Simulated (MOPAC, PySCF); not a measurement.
H₂FGeN, SMILES `[NH2][Ge][F]` (lower singlet), neutral singlet in the gas phase. This singlet lies 2.92 eV below the relaxed triplet at the level frozen-core CCSD(T)/cc-pVTZ // B3LYP-D3(BJ)/def2-TZVP (Ansatz).

Cartesian coordinates (Å):
```xyz
5

N     -0.6409    -0.0711    -0.0015
Ge     0.9680    -0.8415     0.3800
F      1.9261     0.5707    -0.1373
H     -1.5327    -0.5215     0.1369
H     -0.7206     0.8634    -0.3781
```
Charge 0, spin multiplicity 1.

All levels are single points at this geometry (B3LYP-D3(BJ)/def2-TZVP); Pople sets use spherical d functions. Orbital energies aren't observables, and empty levels follow the basis.

```json
[
 {"level": "B3LYP-D3(BJ)/def2-TZVP in PySCF", "HOMO (eV)": "-7.61", "LUMO (eV)": "-1.77", "gap (eV)": "5.84", "dipole (D)": "2.64", "vertical IE, Delta-SCF (eV)": "–"},
 {"level": "PBE-D3(BJ)/def2-TZVP in PySCF", "HOMO (eV)": "-6.56", "LUMO (eV)": "-2.29", "gap (eV)": "4.27", "dipole (D)": "2.56", "vertical IE, Delta-SCF (eV)": "–"},
 {"level": "B3LYP/3-21G in PySCF", "HOMO (eV)": "-6.87", "LUMO (eV)": "-1.13", "gap (eV)": "5.74", "dipole (D)": "2.58", "vertical IE, Delta-SCF (eV)": "–"},
 {"level": "BP86/6-31G* in PySCF", "HOMO (eV)": "-6.45", "LUMO (eV)": "-2.14", "gap (eV)": "4.31", "dipole (D)": "2.55", "vertical IE, Delta-SCF (eV)": "–"},
 {"level": "PBE/6-31G* in PySCF", "HOMO (eV)": "-6.32", "LUMO (eV)": "-2.03", "gap (eV)": "4.29", "dipole (D)": "2.54", "vertical IE, Delta-SCF (eV)": "–"},
 {"level": "SVWN5/6-31G* in PySCF", "HOMO (eV)": "-6.46", "LUMO (eV)": "-2.21", "gap (eV)": "4.25", "dipole (D)": "2.65", "vertical IE, Delta-SCF (eV)": "–"},
 {"level": "HF/3-21G in PySCF", "HOMO (eV)": "-9.90", "LUMO (eV)": "1.84", "gap (eV)": "11.74", "dipole (D)": "2.73", "vertical IE, Delta-SCF (eV)": "–"},
 {"level": "HF/STO-3G in PySCF", "HOMO (eV)": "-6.72", "LUMO (eV)": "5.95", "gap (eV)": "12.67", "dipole (D)": "1.34", "vertical IE, Delta-SCF (eV)": "–"},
 {"level": "PM3 in MOPAC", "HOMO (eV)": "-9.45", "LUMO (eV)": "-0.20", "gap (eV)": "9.25", "dipole (D)": "2.11", "vertical IE, Delta-SCF (eV)": "–"}
]
```
